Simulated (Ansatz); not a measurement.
`COC([SiH3])=S` → 2 C• + 6 H• + O• + S• + Si•  (atomization)

Computed with Ansatz on PBE0-D4/def2-TZVP structures; ΔE is electronic, products minus reactants. CCSD(T)/CBS adds triple-zeta CCSD(T) − MP2 to the extrapolated MP2 energy (def2 sets, frozen cores). This one scheme is used for every species, atoms too. DFT in def2-TZVPP. No spin–orbit coupling; open shells (•) take unrestricted orbitals. Spin–orbit coupling would lower the free atoms: a little for C, O, S, Si.

Q: What is ΔE at CCSD(T)/CBS? (An estimate is asked.)

A: The calculation gave: +930.1 kcal/mol.

Q: What do these levels give: PBE0-D4, CCSD(T)/def2-SVP, MP2/def2-TZVPP, CCSD/def2-TZVPP, MP2/def2-QZVPP, CCSD/CBS(def2)? (An estimate is asked.)

A: The calculation gave: PBE0-D4 931.4, CCSD(T)/def2-SVP 874.5, MP2/def2-TZVPP 918.7, CCSD/def2-TZVPP 886.1, MP2/def2-QZVPP 934.3, CCSD/CBS(def2) 912.3 kcal/mol.

Largest T1 diagnostic among the species: 0.017.

In def2-TZVPP, CCSD(T) changes the Hartree–Fock value by +249.0 kcal/mol (the triples alone add +17.9 kcal/mol) and MP2 by +263.8 kcal/mol; breaking electron pairs costs correlation energy, which Hartree–Fock lacks. From BLYP to BHLYP (50 % exact exchange), in def2-TZVPP and without D4, ΔE moves by −28.5 kcal/mol: exact exchange takes away binding that semilocal exchange gives to molecules. At CCSD(T), def2-SVP lies −55.6 kcal/mol from the extrapolated value and def2-TZVPP −26.2 kcal/mol: correlation converges slowly with the basis, and small sets miss more of it in the bonded molecule than in its fragments.

For atomizations the MP2-based limit and the directly extrapolated one differ by several kJ/mol either way, and by 10 to 25 for some Ge, Se and Sn compounds, so smaller differences from it don't rank the levels.
